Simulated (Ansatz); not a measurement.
Total energies of C5H12AlClN2 (`CC1=[N+](C)[Al-]([CH3])([Cl])[N]1C`).

| atom | x (Å) | y (Å) | z (Å) |
| --- | --- | --- | --- |
| C1 | 0.9816 | 1.9432 | -0.5674 |
| C2 | 0.4495 | 0.6491 | -0.0584 |
| N3 | 0.8665 | -0.5439 | -0.4605 |
| C4 | 1.9118 | -0.7494 | -1.4204 |
| Al5 | -0.4029 | -1.3778 | 0.7129 |
| C6 | -1.8963 | -2.3505 | -0.0694 |
| Cl7 | 0.5193 | -2.2608 | 2.4224 |
| N8 | -0.5168 | 0.5339 | 0.8424 |
| C9 | -1.1653 | 1.6452 | 1.4757 |
| H10 | 0.4234 | 2.2422 | -1.4596 |
| H11 | 2.0310 | 1.8511 | -0.8457 |
| H12 | 0.8733 | 2.7318 | 0.1762 |
| H13 | 2.0081 | -1.8172 | -1.6152 |
| H14 | 1.7065 | -0.2579 | -2.3784 |
| H15 | 2.8856 | -0.3967 | -1.0595 |
| H16 | -2.3102 | -1.8306 | -0.9385 |
| H17 | -1.5938 | -3.3509 | -0.3938 |
| H18 | -2.7066 | -2.4861 | 0.6535 |
| H19 | -1.6288 | 2.3290 | 0.7552 |
| H20 | -0.4797 | 2.2266 | 2.1039 |
| H21 | -1.9562 | 1.2697 | 2.1246 |

Total charge 0; spin multiplicity 1. The geometry is a stationary point of PBE0-D4/def2-TZVP. Basis def2-TZVPP, Ansatz 0.2.0.

RPA on PBE orbitals: Hartree–Fock energy of these orbitals -1006.83628 Eh, correlation -2.51628 Eh (frozen core).

| functional | energy without D4 (Eh) | D4 term (kJ/mol) |
| --- | --- | --- |
| PBE | -1009.44490 | -55.7 |
| revPBE | -1009.93765 | -160.9 |
| BLYP | -1010.02701 | -117.9 |
| r2SCAN | -1009.94436 | -15.8 |
| B97M-V | -1009.99628 | – |
| PBE0 | -1009.54510 | -48.2 |
| B3LYP | -1010.22494 | -87.9 |
| r2SCANh | -1009.92789 | -16.7 |
| HSE06 (plane-wave form) | -1009.51364 | -45.1 |
| CAM-B3LYP | -1010.03669 | -49.3 |
| LC-ωPBE | -1009.77930 | – |
| ωB97X-V | -1009.98650 | – |
| ωB97M-V | -1009.99886 | – |
| PBE-QIDH | -1009.33487 | – |

(1) Give the same for LDA (SPW92), r2SCAN0, BHLYP, B2PLYP. (Estimate.)

B3LYP takes the VWN-RPA correlation (the form of Gaussian; ORCA's B3LYP/G). HSE06 is the plane-wave form, built on full-range PBE exchange. The double hybrids freeze the cores in their second-order part.

## Answers

(1) Computed: 
```json
{"functional": "LDA (SPW92)", "energy without D4 (Eh)": "-1004.89675", "D4 term (kJ/mol)": "–"}
{"functional": "r2SCAN0", "energy without D4 (Eh)": "-1009.90507", "D4 term (kJ/mol)": "-18.3"}
{"functional": "BHLYP", "energy without D4 (Eh)": "-1009.99087", "D4 term (kJ/mol)": "-67.2"}
{"functional": "B2PLYP", "energy without D4 (Eh)": "-1009.66170", "D4 term (kJ/mol)": "–"}
```

LC-ωPBE has ω = 0.4 bohr⁻¹.
